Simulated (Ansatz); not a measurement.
Ansatz (a first-principles code) input (B3LYP-D3(BJ)/def2-TZVP):

Ansatz 0.2 input:
```yaml
crystal:
  periodic: [false, false, false]
  atoms:
    - {symbol: C, position_ang: [-0.95996246, -1.11005754, -0.62521738]}
    - {symbol: C, position_ang: [0.23956458, -0.17384946, -0.59056356]}
    - {symbol: C, position_ang: [1.52908113, -0.83805889, 0.02922468]}
    - {symbol: C, position_ang: [0.06609459, 1.04385345, 0.16775925]}
    - {symbol: O, position_ang: [-0.92292247, 1.19485397, 0.94832779]}
    - {symbol: H, position_ang: [-1.20760704, -1.47369234, 0.37194651]}
    - {symbol: H, position_ang: [-1.83862268, -0.61923856, -1.04279244]}
    - {symbol: H, position_ang: [-0.72185562, -1.96954308, -1.24897007]}
    - {symbol: H, position_ang: [0.54334058, 0.14890000, -1.59692031]}
    - {symbol: H, position_ang: [1.75229131, -1.70272961, -0.59329675]}
    - {symbol: H, position_ang: [2.39173959, -0.17320244, 0.01956341]}
    - {symbol: H, position_ang: [1.33176393, -1.17292668, 1.04608200]}
    - {symbol: H, position_ang: [0.81049883, 1.84074597, 0.11750848]}
    - {symbol: H, position_ang: [-0.92683600, 2.03152949, 1.45303878]}
basis:
  gaussian:
    orbitals: def2-TZVP
hamiltonian:
  xc: b3lyp
  dispersion: d3bj
total_charge: 1
phonons: {temperatures: {t_min: 298.15, t_max: 298.15, t_step: 100}}
```

Output:

```
Functional definition: B3LYP
integrals: 0.12 GiB planned
1267 factors; their error is unknown
0.30 GiB of the device are held for the grids
1.02 GiB of device memory are held for the factors and their scratch space
mean field: 1.01 GiB planned
mean field evaluation 1: about -6318.2029 eV, gradient 9.4e1 eV
mean field evaluation 2: about -6301.1789 eV, gradient 1.2e2 eV
mean field evaluation 4: about -6336.6495 eV, gradient 7.5e0 eV
mean field evaluation 8: about -6336.7614 eV, gradient 1.9e-1 eV
mean field evaluation 16: about -6336.7315 eV, gradient 6.2e-4 eV
mean field -6336.73152800 eV, -232.8705884630 hartree, gradient 2.3e-5 eV, S^2 0.000000; 0 other end points of the search recorded, 0 dependent functions left out
the calculation of the forces begins
reference -6336.73178274 eV, -232.8705978247 hartree; 20, 20 occupied and 189, 189 virtual orbitals, 1267 factors
these checks for a lower state are left out or cut short: stability, starts, cluster_reference, orbital_swaps, neighbouring_geometries, increment
integrals: 0.12 GiB planned
1267 factors; their error is unknown
0.30 GiB of the device are held for the grids
1.02 GiB of device memory are held for the factors and their scratch space
mean field: 1.01 GiB planned
mean field -6336.73133224 eV, -232.8705812689 hartree, gradient 2.6e-6 eV, S^2 0.000000; 0 other end points of the search recorded, 0 dependent functions left out
the calculation of the forces begins
reference -6336.73158700 eV, -232.8705906312 hartree; 20, 20 occupied and 189, 189 virtual orbitals, 1267 factors
these checks for a lower state are left out or cut short: stability, starts, cluster_reference, orbital_swaps, neighbouring_geometries, increment
integrals: 0.12 GiB planned
1267 factors; their error is unknown
0.30 GiB of the device are held for the grids
1.02 GiB of device memory are held for the factors and their scratch space
mean field: 1.01 GiB planned
mean field evaluation 32: about -6336.7314 eV, gradient 9.3e-3 eV
mean field -6336.73141330 eV, -232.8705842480 hartree, gradient 2.6e-6 eV, S^2 0.000000; 0 other end points of the search recorded, 0 dependent functions left out
the calculation of the forces begins
reference -6336.73166804 eV, -232.8705936093 hartree; 20, 20 occupied and 189, 189 virtual orbitals, 1267 factors
these checks for a lower state are left out or cut short: stability, starts, cluster_reference, orbital_swaps, neighbouring_geometries, increment
integrals: 0.12 GiB planned
1267 factors; their error is unknown
0.30 GiB of the device are held for the grids
1.02 GiB of device memory are held for the factors and their scratch space
mean field: 1.02 GiB planned
mean field -6336.73133250 eV, -232.8705812787 hartree, gradient 2.6e-6 eV, S^2 0.000000; 0 other end points of the search recorded, 0 dependent functions left out
the calculation of the forces begins
reference -6336.73158722 eV, -232.8705906395 hartree; 20, 20 occupied and 189, 189 virtual orbitals, 1267 factors
these checks for a lower state are left out or cut short: stability, starts, cluster_reference, orbital_swaps, neighbouring_geometries, increment
integrals: 0.12 GiB planned
1267 factors; their error is unknown
0.30 GiB of the device are held for the grids
1.02 GiB of device memory are held for the factors and their scratch space
mean field: 1.01 GiB planned
mean field -6336.73139673 eV, -232.8705836390 hartree, gradient 2.6e-6 eV, S^2 0.000000; 0 other end points of the search recorded, 0 dependent functions left out
[...]
mean field -6336.73146621 eV, -232.8705861925 hartree, gradient 2.6e-6 eV, S^2 0.000000; 0 other end points of the search recorded, 0 dependent functions left out
the calculation of the forces begins
reference -6336.73172097 eV, -232.8705955546 hartree; 20, 20 occupied and 189, 189 virtual orbitals, 1267 factors
these checks for a lower state are left out or cut short: stability, starts, cluster_reference, orbital_swaps, neighbouring_geometries, increment
integrals: 0.12 GiB planned
1267 factors; their error is unknown
0.30 GiB of the device are held for the grids
1.02 GiB of device memory are held for the factors and their scratch space
mean field: 1.01 GiB planned
mean field evaluation 544: about -6336.7315 eV, gradient 1.7e-6 eV
mean field -6336.73150054 eV, -232.8705874539 hartree, gradient 2.6e-6 eV, S^2 0.000000; 0 other end points of the search recorded, 0 dependent functions left out
the calculation of the forces begins
reference -6336.73175529 eV, -232.8705968157 hartree; 20, 20 occupied and 189, 189 virtual orbitals, 1267 factors
these checks for a lower state are left out or cut short: stability, starts, cluster_reference, orbital_swaps, neighbouring_geometries, increment
integrals: 0.12 GiB planned
1267 factors; their error is unknown
0.30 GiB of the device are held for the grids
1.02 GiB of device memory are held for the factors and their scratch space
mean field: 1.02 GiB planned
mean field -6336.73142948 eV, -232.8705848425 hartree, gradient 2.6e-6 eV, S^2 0.000000; 0 other end points of the search recorded, 0 dependent functions left out
the calculation of the forces begins
reference -6336.73168422 eV, -232.8705942042 hartree; 20, 20 occupied and 189, 189 virtual orbitals, 1267 factors
these checks for a lower state are left out or cut short: stability, starts, cluster_reference, orbital_swaps, neighbouring_geometries, increment
integrals: 0.12 GiB planned
1267 factors; their error is unknown
0.30 GiB of the device are held for the grids
1.02 GiB of device memory are held for the factors and their scratch space
mean field: 1.02 GiB planned
mean field -6336.73151771 eV, -232.8705880851 hartree, gradient 2.6e-6 eV, S^2 0.000000; 0 other end points of the search recorded, 0 dependent functions left out
the calculation of the forces begins
reference -6336.73177246 eV, -232.8705974468 hartree; 20, 20 occupied and 189, 189 virtual orbitals, 1267 factors
these checks for a lower state are left out or cut short: stability, starts, cluster_reference, orbital_swaps, neighbouring_geometries, increment
integrals: 0.12 GiB planned
1267 factors; their error is unknown
0.30 GiB of the device are held for the grids
1.02 GiB of device memory are held for the factors and their scratch space
mean field: 1.01 GiB planned
mean field -6336.73151032 eV, -232.8705878135 hartree, gradient 2.6e-6 eV, S^2 0.000000; 0 other end points of the search recorded, 0 dependent functions left out
the calculation of the forces begins
reference -6336.73176507 eV, -232.8705971753 hartree; 20, 20 occupied and 189, 189 virtual orbitals, 1267 factors
these checks for a lower state are left out or cut short: stability, starts, cluster_reference, orbital_swaps, neighbouring_geometries, increment
integrals: 0.12 GiB planned
1267 factors; their error is unknown
0.30 GiB of the device are held for the grids
1.02 GiB of device memory are held for the factors and their scratch space
mean field: 1.02 GiB planned
mean field -6336.73150403 eV, -232.8705875823 hartree, gradient 2.6e-6 eV, S^2 0.000000; 0 other end points of the search recorded, 0 dependent functions left out
the calculation of the forces begins
reference -6336.73175876 eV, -232.8705969433 hartree; 20, 20 occupied and 189, 189 virtual orbitals, 1267 factors
these checks for a lower state are left out or cut short: stability, starts, cluster_reference, orbital_swaps, neighbouring_geometries, increment
integrals: 0.12 GiB planned
1267 factors; their error is unknown
0.30 GiB of the device are held for the grids
1.02 GiB of device memory are held for the factors and their scratch space
mean field: 1.01 GiB planned
mean field evaluation 576: about -6336.7309 eV, gradient 6.4e-1 eV
mean field -6336.73152497 eV, -232.8705883519 hartree, gradient 2.6e-6 eV, S^2 0.000000; 0 other end points of the search recorded, 0 dependent functions left out
the calculation of the forces begins
reference -6336.73177974 eV, -232.8705977144 hartree; 20, 20 occupied and 189, 189 virtual orbitals, 1267 factors
these checks for a lower state are left out or cut short: stability, starts, cluster_reference, orbital_swaps, neighbouring_geometries, increment
integrals: 0.12 GiB planned
1267 factors; their error is unknown
0.30 GiB of the device are held for the grids
1.02 GiB of device memory are held for the factors and their scratch space
mean field: 1.02 GiB planned
mean field -6336.73144301 eV, -232.8705853397 hartree, gradient 2.6e-6 eV, S^2 0.000000; 0 other end points of the search recorded, 0 dependent functions left out
the calculation of the forces begins
reference -6336.73169778 eV, -232.8705947025 hartree; 20, 20 occupied and 189, 189 virtual orbitals, 1267 factors
these checks for a lower state are left out or cut short: stability, starts, cluster_reference, orbital_swaps, neighbouring_geometries, increment
integrals: 0.12 GiB planned
1267 factors; their error is unknown
0.30 GiB of the device are held for the grids
1.02 GiB of device memory are held for the factors and their scratch space
mean field: 1.02 GiB planned
mean field -6336.73139760 eV, -232.8705836709 hartree, gradient 2.6e-6 eV, S^2 0.000000; 0 other end points of the search recorded, 0 dependent functions left out
the calculation of the forces begins
reference -6336.73165232 eV, -232.8705930316 hartree; 20, 20 occupied and 189, 189 virtual orbitals, 1267 factors
these checks for a lower state are left out or cut short: stability, starts, cluster_reference, orbital_swaps, neighbouring_geometries, increment
integrals: 0.12 GiB planned
1267 factors; their error is unknown
0.30 GiB of the device are held for the grids
1.02 GiB of device memory are held for the factors and their scratch space
mean field: 1.02 GiB planned
mean field -6336.73149851 eV, -232.8705873793 hartree, gradient 2.6e-6 eV, S^2 0.000000; 0 other end points of the search recorded, 0 dependent functions left out
the calculation of the forces begins
reference -6336.73175328 eV, -232.8705967420 hartree; 20, 20 occupied and 189, 189 virtual orbitals, 1267 factors
these checks for a lower state are left out or cut short: stability, starts, cluster_reference, orbital_swaps, neighbouring_geometries, increment
integrals: 0.12 GiB planned
1267 factors; their error is unknown
0.30 GiB of the device are held for the grids
1.02 GiB of device memory are held for the factors and their scratch space
mean field: 1.02 GiB planned
mean field evaluation 608: about -6336.7315 eV, gradient 2.6e-6 eV
mean field -6336.73146549 eV, -232.8705861658 hartree, gradient 2.6e-6 eV, S^2 0.000000; 0 other end points of the search recorded, 0 dependent functions left out
the calculation of the forces begins
reference -6336.73172021 eV, -232.8705955266 hartree; 20, 20 occupied and 189, 189 virtual orbitals, 1267 factors
Total energy: -6337.17907087 eV, -232.8870353602 hartree
Atom 0 at    -0.959962    -1.110058    -0.625217 Å, force     0.000571    -0.000461     0.000192 eV/Å
Atom 1 at     0.239565    -0.173849    -0.590564 Å, force     0.000304     0.001620    -0.000314 eV/Å
Atom 2 at     1.529081    -0.838059     0.029225 Å, force    -0.000784    -0.000582     0.000166 eV/Å
Atom 3 at     0.066095     1.043853     0.167759 Å, force     0.000746    -0.000415    -0.000941 eV/Å
Atom 4 at    -0.922922     1.194854     0.948328 Å, force    -0.001244     0.000595     0.001483 eV/Å
Atom 5 at    -1.207607    -1.473692     0.371947 Å, force    -0.000258    -0.000441     0.000128 eV/Å
Atom 6 at    -1.838623    -0.619239    -1.042792 Å, force     0.000092     0.000080    -0.000120 eV/Å
Atom 7 at    -0.721856    -1.969543    -1.248970 Å, force    -0.000496    -0.000525     0.000061 eV/Å
Atom 8 at     0.543341     0.148900    -1.596920 Å, force    -0.000038     0.000057    -0.000204 eV/Å
Atom 9 at     1.752291    -1.702730    -0.593297 Å, force     0.000314     0.000063    -0.000134 eV/Å
Atom 10 at     2.391740    -0.173202     0.019563 Å, force    -0.000150     0.000168     0.000011 eV/Å
Atom 11 at     1.331764    -1.172927     1.046082 Å, force     0.000129    -0.000161     0.000185 eV/Å
Atom 12 at     0.810499     1.840746     0.117508 Å, force     0.000836     0.000539    -0.000058 eV/Å
Atom 13 at    -0.926836     2.031529     1.453039 Å, force    -0.000021    -0.000537    -0.000454 eV/Å
Dipole moment:     0.149560     0.792928     0.214335 e Å
Vibrations: 78.27 196.33 228.51 266.56 327.83 378.75 637.47 728.97 812.04 888.53 954.99 975.67 1032.99 1098.13 1125.08 1180.67 1212.97 1262.33 1387.53 1399.10 1427.71 1435.47 1480.20 1483.46 1499.73 1505.25 1616.80 2995.27 3056.86 3060.05 3121.70 3128.32 3139.15 3139.71 3146.49 3642.20 cm⁻¹, zero-point energy 3.412731 eV
```

It need not be the lowest isomer of its formula.
